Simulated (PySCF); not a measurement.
BeClH3Si, SMILES [SiH3][Be][Cl].

The structure is a stationary point at PBE0-D3(BJ)/def2-TZVP.

Method: PySCF with CAM-B3LYP/def2-TZVPD.

Task: Estimate the frontier levels, gap, dipole moment and polarisability. (An estimate is asked for; the answer gives what the named calculation found.)

Result: 
```
Quantity                                                                                                       Result
---------------------------------------------------------------------------------------------  ----------------------
highest occupied level                                                                                       -9.64 eV
lowest empty level                                                                                           -0.24 eV
orbital gap                                                                                                   9.40 eV
dipole moment                                                                                               0.056 e·Å
quadrupole, principal values (traceless, Buckingham form, about the centre of nuclear charge)   -6.45, 3.23, 3.23 D·Å
mean static polarisability                                                                       61.3 bohr³ (9.09 Å³)
polarisability, principal values                                                               53.9, 53.9, 76.2 bohr³
```
